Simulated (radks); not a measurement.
Species: Eu III. Configuration: [Xe] 4f7.

Method: Dirac Kohn-Sham, PBE, spin-unpolarised, spherical densities, finite nucleus; open shells are shared between the two j in proportion to 2j + 1; Fermi nuclear charge, rms radius 5.1115 fm; computed with a radial shooting solver on a logarithmic mesh with Libxc functionals.

Energy parts (Ry):
| part | energy |
|---|---|
| total | -21701.5098 |
| kinetic | 23593.4473 |
| electron-nucleus | -53191.9386 |
| Hartree | 8382.7848 |
| exchange-correlation | -485.8034 |

Orbitals (lengths in bohr, moments of r in powers of bohr; r(90%) holds 90 % of the orbital's charge):
orbital,occ.,eigenvalue (Ry),<r>,r(90%)
1s1/2,2,-3551.958,0.02232,0.0403
2s1/2,2,-583.8311,0.09459,0.147
2p1/2,2,-553.9675,0.07907,0.130
2p3/2,4,-506.3385,0.08580,0.139
3s1/2,2,-129.2374,0.2492,0.366
3p1/2,2,-116.3323,0.2388,0.359
3p3/2,4,-106.6228,0.2517,0.377
3d3/2,4,-84.28110,0.2235,0.349
3d5/2,6,-82.16840,0.2276,0.354
4s1/2,2,-26.44461,0.5661,0.813
4p1/2,2,-21.45857,0.5792,0.843
4p3/2,4,-19.31724,0.6085,0.885
4d3/2,4,-11.10853,0.6483,0.975
4d5/2,6,-10.72444,0.6588,0.991
4f5/2,3,-1.21140,0.9472,1.66
4f7/2,4,-1.16581,0.9639,1.70
5s1/2,2,-4.27335,1.380,1.99
5p1/2,2,-2.93601,1.553,2.28
5p3/2,4,-2.65441,1.647,2.42

The highest occupied level is 4f7/2 at -15.862 eV. The electron density at the nucleus is 5.791e+05 e/bohr^3. Summed over all electrons, <r^2> = 40.15 bohr^2, which gives a Langevin (diamagnetic) susceptibility term of -31.8 x 10^-6 cm^3/mol. The density falls to 0.001 e/bohr^3 at r = 3.50 bohr.
